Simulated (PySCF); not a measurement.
Ionisation energy of Kr²²⁺ by level of theory

Kr²²⁺ [Ne] 3s2 3p2 [3p1/2^2, M_J = 0] → Kr²³⁺ [Ne] 3s2 3p1 [3p1/2^1, M_J = 1/2], as a difference of total energies. Calculation: PySCF 2.14, in an even-tempered Gaussian basis (19 s from 2.7 bohr⁻², ratio 2.4; 13 p from 3.5 bohr⁻², ratio 2.4; 5 d from 14 bohr⁻², ratio 2.6; 4 f from 21 bohr⁻², ratio 2.6); the two-component X2C-1e Hamiltonian. Correlated levels: 1s2 frozen; the 50 highest virtual spinors dropped. "Screened" scales the spin-orbit matrix elements by Boettger's factors to mimic the two-electron term; Breit and QED terms are absent.

```tsv
method	ionisation energy (eV)
GHF (spin-free)	992.24
GMP2 (spin-free)	992.89
GHF (screened spin-orbit)	994.68
GMP2 (screened spin-orbit)	996.35
```

How much does correlation contribute at GMP2 (screened spin-orbit)?

996.35 − (994.68) = 1.67 eV, measured against GHF (screened spin-orbit).

Breit and QED terms and the two-electron picture change are absent.

The spin-free rows relax to the high-spin LS determinant and lack the spin-orbit shift.

The labels give the starting determinants; with spin-orbit coupling the two ends relaxed to ⟨J²⟩ = 0.00, ⟨L²⟩ = 1.33, ⟨S²⟩ = 1.33 and ⟨J²⟩ = 0.75, ⟨L²⟩ = 2.01, ⟨S²⟩ = 0.75.

For comparison: 999 ± 2.4 eV (semi-empirical (NIST evaluation); NIST Atomic Spectra Database, ionization energies).
